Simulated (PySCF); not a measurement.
A TDDFT job was run through a driver script with this input:

```
{"job": {"kind": "uv", "xc": "PBE0", "basis": "def2-SVPD", "nstates": 8, "ntriplets": 3}, "charge": 0, "multiplicity": 1}
C     -3.822328    -0.099969    -0.106616
C     -2.382215    -0.067789    -0.065981
C     -1.178299    -0.018156    -0.038205
C      0.217436     0.008268     0.003100
C      1.043158     1.084339    -0.220790
C      2.400159     0.768081    -0.099967
C      2.613770    -0.552644     0.217137
C      3.840338    -1.188255     0.407651
N      4.853674    -1.706083     0.562936
S      1.120132    -1.430980     0.371372
H     -4.232003     0.551954     0.665312
H     -4.176116    -1.116704     0.062573
H     -4.174446     0.241492    -1.080168
H      0.669951     2.063212    -0.462778
H      3.202376     1.471225    -0.237489
```

The program printed:

```
coarse grid: 14480 points
cycle   1  E = -759.6268046274  dE =  1.855e+00  |g| = 4.969e-01  |ddm| = 1.955e+01
cycle   2  E = -759.4720904157  dE =  1.547e-01  |g| = 9.616e-01  |ddm| = 4.837e+00
cycle   3  E = -759.6855767681  dE = -2.135e-01  |g| = 1.643e-01  |ddm| = 1.923e+00
cycle   4  E = -759.6912441564  dE = -5.667e-03  |g| = 5.685e-02  |ddm| = 6.462e-01
cycle   5  E = -759.6919278900  dE = -6.837e-04  |g| = 2.578e-02  |ddm| = 2.374e-01
cycle   6  E = -759.6921306299  dE = -2.027e-04  |g| = 4.556e-03  |ddm| = 9.285e-02
cycle   7  E = -759.6921360197  dE = -5.390e-06  |g| = 1.142e-03  |ddm| = 3.508e-02
final grid: 139264 points
cycle   8  E = -759.7801857214  dE = -2.636e-05  |g| = 8.668e-03  |ddm| = 4.437e-01
cycle   9  E = -759.7801644270  dE =  2.129e-05  |g| = 1.205e-02  |ddm| = 5.678e-02
cycle  10  E = -759.7802057512  dE = -4.132e-05  |g| = 2.101e-03  |ddm| = 4.372e-02
cycle  11  E = -759.7802069349  dE = -1.184e-06  |g| = 4.315e-04  |ddm| = 7.213e-03
cycle  12  E = -759.7802069732  dE = -3.826e-08  |g| = 1.907e-04  |ddm| = 1.493e-03
cycle  13  E = -759.7802069812  dE = -7.989e-09  |g| = 7.191e-05  |ddm| = 6.642e-04
cycle  14  E = -759.7802069824  dE = -1.264e-09  |g| = 1.793e-05  |ddm| = 1.579e-04
cycle  15  E = -759.7802069825  dE = -6.685e-11  |g| = 7.589e-06  |ddm| = 6.156e-05
converged SCF energy = -759.7802069825

Static polarisability (au): isotropic 129.326, principal 66.802 102.485 218.692

Singlet excitations
state   eV       nm        f      main configurations
  1   4.2443    292.1   0.47337   H->L 0.95
  2   4.7450    261.3   0.00000   H-2->L 0.96
  3   5.1283    241.8   0.04375   H-1->L 0.83, H->L+3 0.14
  4   5.3298    232.6   0.00009   H->L+1 0.97
  5   5.3405    232.2   0.00003   H->L+2 0.95
  6   5.9105    209.8   0.01952   H-3->L 0.85
  7   6.1620    201.2   0.00033   H-4->L 0.86
  8   6.2372    198.8   0.01595   H->L+4 0.75

Triplet excitations (Tamm-Dancoff, eV): 2.6996 3.9910 4.5306
```

Level of theory: TDDFT PBE0/def2-SVPD, vertical, gas phase, core orbitals frozen in the response (PySCF 2.14.0, density-fitted response routines). Isolated species at its GFN2-xTB geometry, gas phase.

Problem. What share of the summed oscillator strength falls to the strongest level in this window?

Solution. State 1 at 292 nm: 0.4734 of 0.5530, or 86%.

Problem. How many basis functions and electrons does this run hold?

Solution. 247 basis functions for 76 electrons in 38 doubly occupied orbitals.

Problem. Give the mean polarisability in Å³.

Solution. 129.33 au × 0.148185 = 19.16 Å³.

Problem. Give the energy of state 3 in hartree, cm⁻¹ and kJ/mol.

Solution. 0.18846 hartree, 41363 cm⁻¹, 494.8 kJ/mol.

Problem. What is the total energy of state 3 at this geometry?

Solution. -759.78021 + 0.18846 = -759.59175 hartree.

Problem. Write the structure that the coordinates describe.

Solution. `CC#Cc1ccc(C#N)s1` (C8H5NS).

The SCF starts on a coarse grid; the energy jumps when the final grid takes over, and dE counts afresh there. H and L stand for HOMO and LUMO.

Time: 69 s. Hardware: one thread of an x86-64 server, no GPU (shared host).
